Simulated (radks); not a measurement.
Values are calculated unless marked as measured or tabulated.
Dynamic dipole polarisability and lines of the argon ion Ar7+, [Ne] 3s1. Level of theory: scalar-relativistic Kohn-Sham, LB94 model potential, spin-polarised, spherical densities, finite nucleus; open shells are filled with parallel spins first; Fermi nuclear charge, rms radius of each element as measured or else 0.836 A^(1/3) + 0.57 fm (a radial shooting solver on a logarithmic mesh with Libxc functionals). Time-dependent linear response with the Hartree and adiabatic LDA kernel, continuum included through the Sternheimer equations, no spin-orbit coupling, so fine structure and intercombination lines are absent. Lines are the poles of the dipole polarisability below minus the highest occupied eigenvalue, found on a grid refined at the orbital gaps; the lowest seven at most are given, and weak or close lines can be missed. The first line takes the name of the lowest orbital gap if no other gap lies below it; otherwise a line is named after a gap within 0.6 % of it, if that gap stands alone.

photon energy (eV)  alpha (bohr^3)
0                            1.250
11.955                       2.155
26.300                      -1.015
40.646                     -0.2236
54.991                    -0.06059
69.337                     0.04703
83.683                     -0.1171
98.028                    0.007552
112.37                   -0.001278
126.72                    -0.02154
141.06                     0.01998

Lines (eV, oscillator strength): 18.169 (68.24 nm, 3s-3p), f = 0.528; 78.085 (15.88 nm, unassigned), f = 0.143; 104.58 (11.86 nm, 3s-5p), f = 0.0472; 117.91 (10.51 nm, 3s-6p), f = 0.0221; 125.66 (9.867 nm, 3s-7p), f = 0.0124; 130.56 (9.496 nm, 3s-8p), f = 0.00768; 133.86 (9.263 nm, unassigned), f = 0.00512. Higher lines, where found, are left out when the end of the mesh affects them. Those listed give 97 % of the static polarisability (sum of f/w^2). Orbital energy gaps for comparison: 3s-3p 16.952 eV; 3s-4p 78.797 eV; 3s-5p 104.85 eV; 3s-6p 118.05 eV; 3s-7p 125.74 eV. At laser wavelengths: 1550 nm 1.252, 1064 nm 1.255, 780 nm 1.259, 532 nm 1.269, 355 nm 1.295, 266 nm 1.333, 193 nm 1.419 bohr^3.
